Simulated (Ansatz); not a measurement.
Isolated molecules relaxed with PBE0-D4/def2-TZVP in Ansatz; ΔE leaves out vibrations. CBS: MP2 limit from def2 TZ/QZ plus the TZ coupled-cluster correction, frozen cores. Functionals use def2-TZVPP. B3LYP here is the variant with VWN-RPA as its local correlation; programs differ in this. For Ge outer-core shells are correlated without core-valence functions, which leaves a few kJ/mol of doubt a bond. Scalar relativity is left out up to krypton. One conformer a species, not always the lowest.

Consider the cleavage of the B–Ge bond: `[BH2][GeH]([CH3])[F]` + `C[SiH2][SiH2]S` → `BS[SiH2][SiH2]C` + `[CH3][GeH2][F]`.

| level | ΔE (kJ/mol) | difference from CCSD(T)/CBS |
| --- | --- | --- |
| PBE-D4 | -111.8 | -4.7 |
| r2SCAN-D4 | -112.5 | -5.4 |
| PBE0-D4 | -110.4 | -3.3 |
| B3LYP-D4 | -109.2 | -2.1 |
| ωB97X-V | -106.6 | 0.5 |
| ωB97M-V | -109.8 | -2.7 |
| B2PLYP | -109.5 | -2.4 |
| PBE | -109.5 | -2.4 |
| r2SCAN | -111.8 | -4.7 |
| PBE0 | -108.3 | -1.2 |
| B3LYP | -105.3 | 1.8 |
| HF/def2-TZVPP | -99.5 | 7.6 |
| MP2/def2-TZVPP | -115.3 | -8.2 |
| SCS-MP2/def2-TZVPP | -110.3 | -3.2 |
| CCSD/def2-TZVPP | -104.1 | 3.0 |
| CCSD(T)/def2-TZVPP | -108.2 | -1.1 |
| HF/def2-QZVPP | -100.2 | 6.9 |
| MP2/def2-QZVPP | -114.9 | -7.8 |
| SCS-MP2/def2-QZVPP | -110.4 | -3.3 |
| HF/CBS(def2) | -100.3 | 6.8 |
| MP2/CBS(def2) | -114.2 | -7.1 |
| CCSD/CBS(def2) | -103.1 | 4.0 |
| CCSD(T)/CBS | -107.1 | 0 |

Largest T1 diagnostic among the species: 0.014.

The D4 term adds −3.9 kJ/mol with B3LYP and −2.1 kJ/mol with PBE0; it sums over pairs of atoms, weighted by their polarisabilities, and B3LYP, whose exchange is more repulsive, gets the larger term. In def2-TZVPP, CCSD(T) changes the Hartree–Fock value by −8.7 kJ/mol (the triples alone add −4.0 kJ/mol) and MP2 by −15.7 kJ/mol.
